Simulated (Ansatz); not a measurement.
```xyz
5

Si    0.0052   -0.0473    0.0154
F     0.8949    0.8975    0.8743
F     0.8808   -0.9181   -0.8802
F    -0.8752    0.8868   -0.9125
F    -0.8692   -0.9265    0.9304
```

Basis set: aug-cc-pVDZ (spherical functions). Frozen core: 9 orbitals. Charge 0, multiplicity 1.

Computed with Ansatz (development build ahead of 0.2.0); each method stands on the lowest determinant of its kind that the runs found. Restricted open shells among the atoms or ions are ROHF, correlated in semicanonical orbitals with singles.

(1) Give the atomization energy at this shape (free ground-state atoms in the same class of orbitals less the molecule, no zero-point energy) of singlet SiF₄ by RHF-MP2, RHF.

Results:

(1)

```tsv
method	atomization energy
RHF-MP2	534.63 kcal/mol
RHF	399.57 kcal/mol
```
